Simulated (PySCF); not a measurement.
A structure optimised at PBE0-D3(BJ)/def2-SVP, used in a PySCF frequency run:

```xyz
9

Al    -0.2869    -0.0834     0.0000
F     -1.9488    -0.0657     0.0000
O      0.6168     1.3237     0.0000
C      0.5578     2.7104     0.0000
H      1.0678     3.1188     0.8897
H     -0.4785     3.0935     0.0000
H      1.0678     3.1188    -0.8897
S      0.7350    -1.9893     0.0000
H     -0.4288    -2.6782     0.0000
```

Question: Write its SMILES, formula and point group.

Answer: C[O][Al]([F])[SH], CH₄AlFOS, Cs

Question: What are its rotational constants (standard atomic weights)?

Answer: 4.7909, 1.7966, 1.3175 GHz
